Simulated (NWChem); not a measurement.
Species: ethylmethylamine (C3H9N); SMILES CCNC

```xyz
13

C      0.1623     1.8894    -0.0287
C     -0.4958     0.5242     0.0258
N      0.4785    -0.5373    -0.0666
C     -0.0815    -1.8627    -0.0087
H      0.7596     1.9932    -0.9469
H     -0.5869     2.6946    -0.0036
H      0.8377     2.0406     0.8299
H     -1.1295     0.4520     0.9414
H     -1.1948     0.4190    -0.8239
H      1.1816    -0.4212     0.6601
H      0.7208    -2.6157    -0.0394
H     -0.7234    -2.0384    -0.8884
H     -0.7049    -2.0659     0.8913
```
Atoms are numbered in this order, from 1.

Results from NWChem. Geometry: optimised at PBE0/def2-SVP. Level: PBE0/def2-SVP with SMD (1 M gas to 1 M solution), gas-phase geometry.

For solvent water:

```
Property                                     Value
-------------------------------------------  -----
cavity-dispersion-structure term (kcal/mol)    0.8
dipole in solution (D)                        1.19
```

Estimate the same quantities for solvent toluene.


- cavity-dispersion-structure term (kcal/mol): -1.3
- dipole in solution (D): 1.02
